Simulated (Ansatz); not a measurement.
SiBH3Cl2⁻, that is BCl2(SiH3) with one electron more: single points at one geometry.

```yaml
crystal:
  periodic: [false, false, false]
  atoms:
    - {symbol: B, position_ang: [0.560007, 0.976766, 0.019698]}
    - {symbol: Cl, position_ang: [2.319359, 1.002026, 0.019497]}
    - {symbol: Cl, position_ang: [-0.299506, 2.510287, -0.051601]}
    - {symbol: Si, position_ang: [-0.450593, -0.781493, 0.026439]}
    - {symbol: H, position_ang: [-1.810444, -0.636291, 0.654634]}
    - {symbol: H, position_ang: [0.321536, -1.859167, 0.738867]}
    - {symbol: H, position_ang: [-0.640359, -1.212118, -1.407534]}
basis:
  gaussian: {orbitals: def2-TZVPD, initial_orbitals: start.molden}
total_charge: -1
magnetization: {spin_polarized: true, initial_magnetization: 1}
hamiltonian: {xc: pbe, dispersion: d4}
scf: {omitted_lower_state_checks: [starts]}
output: {orbitals: {seedname: orbitals}}
```

The file start.molden holds the orbitals of an earlier run on this structure, at another level or in another basis.

```sh
$ ansatz run in.yaml --threads 4 --pin off --events-out ev --progress --plain --max-ram 3916MiB
```

It prints (some lines left out):

```
Functional definition: PBE
1153 factors; their error is unknown
mean field evaluation 1: about -33636.0426 eV, gradient 9.4e0 eV
mean field evaluation 2: about -33636.1427 eV, gradient 1.6e-1 eV
mean field evaluation 4: about -33636.1315 eV, gradient 1.8e-3 eV
mean field -33636.13152711 eV, -1236.1050342323 hartree, gradient 2.2e-5 eV, S^2 0.754047; 0 other end points of the search recorded, 0 dependent functions left out
reference -33636.13158864 eV, -1236.1050364937 hartree; 29, 28 occupied and 170, 171 virtual orbitals, 1153 factors
Total energy: -33636.34757226 eV, -1236.1129737454 hartree
Checks for a lower state left out: starts
```

Run time 3.3 s (4 threads of Arm Neoverse V1 on a shared host).

The first input with `hamiltonian: {xc: r2scan, dispersion: d4}` (abridged; 8 s):

```
Functional definition: r2SCAN
mean field -33648.87943115 eV, -1236.5735110652 hartree, gradient 1.1e-5 eV, S^2 0.758994
Total energy: -33648.93021330 eV, -1236.5753772746 hartree
Checks for a lower state left out: starts
```

First input, but with `hamiltonian: {xc: pbe0, dispersion: d4}` (abridged; 4.8 s):

```
Functional definition: PBE0
mean field -33639.13993022 eV, -1236.2155910076 hartree, gradient 2.0e-5 eV, S^2 0.755709
Total energy: -33639.32428850 eV, -1236.2223660493 hartree
Checks for a lower state left out: starts
```

Geometry: PBE-D4/def2-SVP, that of the neutral singlet.

At PBE-D4/def2-TZVPD, r2SCAN-D4/def2-TZVPD, PBE0-D4/def2-TZVPD the highest occupied level of the charge -1 doublet lies above zero (up to 2.06 eV). By energy differences its removal costs 0.62 eV (vertical, to the charge 0 singlet, at PBE-D4/def2-TZVPD); a positive level beside a positive removal energy at the same level points to self-interaction error.
